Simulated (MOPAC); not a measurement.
MOPAC input (PM3):

```
PM3 PRECISE GNORM=0.05 LET XYZ UHF MS=0.5 GEO-OK AUX(PRECISION=9) THREADS=1
FMg

Mg   -0.00000000 1   -0.00000000 1   -0.75868323 1
F     0.00000000 1    0.00000000 1    1.01157765 1
```

Output:

```
 *******************************************************************************
 **                                                                           **
 **                              MOPAC v23.2.5                                **
 **                                                                           **
 *******************************************************************************
 ** MOPAC's Digital Object Identifier: https://doi.org/10.5281/zenodo.6511958 **
 **                                                                           **
 ** Please cite the open-source release paper for use of this MOPAC version:  **
 ** J. E. Moussa and J. J. P. Stewart (2026)                                  **
 ** MOPAC: An open-source semiempirical molecular orbital program             **
 ** J. Open Source Softw., 11(119), 8025, https://doi.org/10.21105/joss.08025 **
 *******************************************************************************

                              PM3 CALCULATION RESULTS

 *******************************************************************************
 *  PM3        - The PM3 Hamiltonian to be used
 *  GEO-OK     - OVERRIDE INTERATOMIC DISTANCE AND OTHER SAFETY CHECKS
 *  UHF        - UNRESTRICTED HARTREE-FOCK CALCULATION
 *  MS=        - IN MECI, MAGNETIC COMPONENT OF SPIN =  0.5
 *  LET        - OVERRIDE SOME SAFETY CHECKS
 *  PRECISE    - TIGHTER CRITERIA TO BE USED
 *  XYZ        - CARTESIAN COORDINATE SYSTEM TO BE USED
 *  GNORM      - EXIT WHEN GRADIENT NORM DROPS BELOW 0.050
 *  AUX        - OUTPUT AUXILIARY INFORMATION
 *******************************************************************************
PM3 PRECISE GNORM=0.05 LET XYZ UHF MS=0.5 GEO-OK AUX(PRECISION=9) THREADS=1
 FMg

   ATOM   CHEMICAL          X               Y               Z
  NUMBER   SYMBOL      (ANGSTROMS)     (ANGSTROMS)     (ANGSTROMS)

     1      Mg         -0.00000000  *  -0.00000000  *  -0.75868323  *
     2       F          0.00000000  *   0.00000000  *   1.01157765  *

          CARTESIAN COORDINATES

    NO.       ATOM           X           Y           Z

     1        Mg         -0.0000     -0.0000     -0.7587
     2         F          0.0000      0.0000      1.0116

  F: (PM3): J. J. P. STEWART, J. COMP. CHEM. 10, 209 (1989).
 Mg: (PM3): J. J. P. STEWART, J. COMP. CHEM. 12, 320-341 (1991).

           Empirical Formula: Mg F  =     2 atoms

      MOLECULAR POINT GROUP   :   C*v

          UHF CALCULATION, NO. OF ALPHA ELECTRONS =    5
                           NO. OF BETA  ELECTRONS =    4

          Geometry optimization using EF

          DIAGONAL MATRIX USED AS START HESSIAN

 CYCLE:     1  GRAD.:    32.701 HEAT: -71.31849
 CYCLE:     2  GRAD.:   424.318 HEAT: -37.76056
 CYCLE:     3  GRAD.:     0.092 HEAT: -71.51061
 CYCLE:     4  GRAD.:     0.003 HEAT: -71.51061

     GRADIENT =  0.00323 IS LESS THAN CUTOFF =  0.05000

 -------------------------------------------------------------------------------
 PM3 PRECISE GNORM=0.05 LET XYZ UHF MS=0.5 GEO-OK AUX(PRECISION=9) THREADS=1
 FMg

     GEOMETRY OPTIMISED USING EIGENVECTOR FOLLOWING (EF).
     SCF FIELD WAS ACHIEVED

                              PM3 CALCULATION
                                                       MOPAC v23.2.5 Linux

          FINAL HEAT OF FORMATION =        -71.51061 KCAL/MOL =    -299.20041 KJ/MOL

          COSMO AREA              =         64.97 SQUARE ANGSTROMS
          COSMO VOLUME            =         46.69 CUBIC ANGSTROMS

          GRADIENT NORM           =          0.00323          =       0.00228 PER ATOM
          IONIZATION POTENTIAL    =          8.631488 EV
          ALPHA SOMO LUMO (EV)    =         -8.631 -1.325
          BETA  SOMO LUMO (EV)    =        -14.342 -1.684
          NO. OF ALPHA ELECTRONS  =          5
          NO. OF BETA  ELECTRONS  =          4
          MOLECULAR WEIGHT        =         43.3034         POINT GROUP:  C*v

          MOLECULAR DIMENSIONS (Angstroms)

            Atom       Atom       Distance
            F     2   Mg     1     1.75376
            F     2   Mg     1     0.00000
           Mg     1    F     2     0.00000

          SCF CALCULATIONS        =          5

   ATOM   CHEMICAL          X               Y               Z
  NUMBER   SYMBOL      (ANGSTROMS)     (ANGSTROMS)     (ANGSTROMS)

     1      Mg          0.00000000  *   0.00000000  *  -0.75043398  *
     2       F         -0.00000000  *  -0.00000000  *   1.00332840  *

                             CARTESIAN COORDINATES

   1   Mg        0.000000000     0.000000000    -0.750433980
   2    F       -0.000000000    -0.000000000     1.003328400

           Empirical Formula: Mg F  =     2 atoms

      MOLECULAR POINT GROUP   :   C*v

          ALPHA EIGENVALUES
 -18.49498 -14.73368 -14.32004 -14.32004  -8.63149  -1.32500  -1.32500   1.22891

           BETA EIGENVALUES
 -18.49839 -14.60445 -14.34179 -14.34179  -1.68389  -0.90161  -0.90161   1.39210

              NET ATOMIC CHARGES AND DIPOLE CONTRIBUTIONS

  ATOM NO.   TYPE          CHARGE      No. of ELECS.   s-Pop       p-Pop
    1         Mg           0.335999        1.6640     0.93158     0.73242
    2          F          -0.335999        7.3360     1.71086     5.62514
 DIPOLE           X         Y         Z       TOTAL
 POINT-CHG.     0.000     0.000    -2.830     2.830
 HYBRID        -0.000    -0.000     0.684     0.684
 SUM           -0.000    -0.000    -2.146     2.146

          ATOMIC ORBITAL ELECTRON POPULATIONS

     Atom    s        px        py        pz
    1 Mg   0.93158   0.07205   0.07205   0.58832
    2  F   1.71086   1.92795   1.92795   1.76924

                    (SZ)    =    0.500000
                    (S**2)  =    0.750696

          ATOMIC ORBITAL SPIN POPULATIONS

    Atom   Total    s     px     py     pz
         Atomic
    1 Mg  1.0104  0.827  0.004  0.004  0.175
    2  F -0.0104  0.004 -0.004 -0.004 -0.006

 **********************
 *                    *
 * JOB ENDED NORMALLY *
 *                    *
 **********************

 == MOPAC DONE ==
```
